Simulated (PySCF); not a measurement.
**Which determinant of IBr⁺ lies lowest?**

Unrestricted PBE0; I cc-pVDZ-PP with ECP28, Br cc-pVDZ-PP with ECP10; scalar-relativistic core potentials (PySCF 2.14). Outer shells of the fragments: I+ 4d10 5s2 5p4; Br 3d10 4s2 4p5.

Followed along the bond (rough minima from three points):

```csv
2Ms+1,unpaired,⟨S²⟩ at the start,R at minimum (Å),Te (eV)
2,π ↑,0.75,2.41,0.00
4,"σ ↑, π ↑↑",3.75,none in the scan,≤ 1.32
```

Solutions found at the starting distance of 2.525 Å, counted from the lowest of them; the search is not exhaustive and high or unbound solutions are not listed, so other states can lie among these:

```json
{"2Ms+1": "2", "unpaired": "π ↑", "term": "²Π", "E (eV)": "0.00", "⟨S²⟩": "0.75", "⟨Lz²⟩": "1.00", "μ (D)": "-0.75"}
{"2Ms+1": "4", "unpaired": "σ ↑, π ↑↑", "term": "⁴Σ⁻", "E (eV)": "1.38", "⟨S²⟩": "3.75", "⟨Lz²⟩": "0.00", "μ (D)": "-0.69"}
{"2Ms+1": "2", "unpaired": "σ ↑, π ↑↓", "term": "mixed", "E (eV)": "1.86", "⟨S²⟩": "1.76", "⟨Lz²⟩": "2.01", "μ (D)": "-0.60"}
{"2Ms+1": "2", "unpaired": "σ ↓, π ↑↑", "term": "mixed", "E (eV)": "1.86", "⟨S²⟩": "1.76", "⟨Lz²⟩": "0.00", "μ (D)": "-0.65"}
{"2Ms+1": "2", "unpaired": "σ ↑", "term": "mixed", "E (eV)": "2.62", "⟨S²⟩": "0.75", "⟨Lz²⟩": "2.00", "μ (D)": "-0.46"}
{"2Ms+1": "4", "unpaired": "σ ↑, π ↑↑", "term": "mixed", "E (eV)": "2.72", "⟨S²⟩": "3.75", "⟨Lz²⟩": "2.01", "μ (D)": "0.64"}
{"2Ms+1": "4", "unpaired": "σ ↑↑, π ↑", "term": "⁴Π", "E (eV)": "4.36", "⟨S²⟩": "3.75", "⟨Lz²⟩": "1.00", "μ (D)": "-0.45"}
{"2Ms+1": "2", "unpaired": "π ↑", "term": "²Π", "E (eV)": "5.17", "⟨S²⟩": "0.75", "⟨Lz²⟩": "1.01", "μ (D)": "-0.40"}
```

A term symbol is given only where ⟨S²⟩ and ⟨Lz²⟩ are close to those of a pure state; real π, δ and φ orbitals otherwise mix terms. A positive dipole points towards Br; it is taken about the centre of mass and depends on that origin.

Spin–orbit coupling is left out. Counting both spins, an empty level lies below a filled one in some of these solutions, because spin and occupation are held.
